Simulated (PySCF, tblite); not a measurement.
Isomers of C5H5FNP, one GFN2-xTB conformer each. Single-point energies are computed at PBE0/pcSseg-1 (PySCF, gas phase, no added dispersion term), electronic only.

```json
{"SMILES": "Cc1cpc(F)cn1", "GFN2-xTB relative energy (kJ/mol)": "13.0"}
{"SMILES": "Cc1cnc(F)cp1", "GFN2-xTB relative energy (kJ/mol)": "0.0"}
```

Q: What does PBE0/pcSseg-1 give for the same structures?

A: 
```tsv
SMILES	PBE0/pcSseg-1 E (Eh)	PBE0/pcSseg-1 (kJ/mol)	GFN2-xTB (kJ/mol)	point group
Cc1cnc(F)cp1	-688.90890	0.0	0.0	Cs
Cc1cpc(F)cn1	-688.89605	33.8	13.0	Cs
```

Both levels put the same isomer lowest. 

Q: Which frontier levels, dipoles and rotational constants go with these structures?

A: 
```csv
SMILES,"HOMO (eV, PBE0/pcSseg-1)",LUMO (eV),dipole (D),"A, B, C (MHz)"
Cc1cnc(F)cp1,-7.70,-2.27,2.80,"3645, 1360, 996.3"
Cc1cpc(F)cn1,-7.65,-2.25,1.93,"3595, 1369, 997.5"
```

Q: What happens when harmonic zero-point energies from GFN2-xTB frequencies are added?

A: 
| SMILES | ZPE (kJ/mol) | electronic (kJ/mol) | with ZPE (kJ/mol) |
| --- | --- | --- | --- |
| Cc1cnc(F)cp1 | 233.7 | 0.0 | 0.0 |
| Cc1cpc(F)cn1 | 233.3 | 33.8 | 33.3 |

The zero-point energies span 0.4 kJ/mol. The order is unchanged.
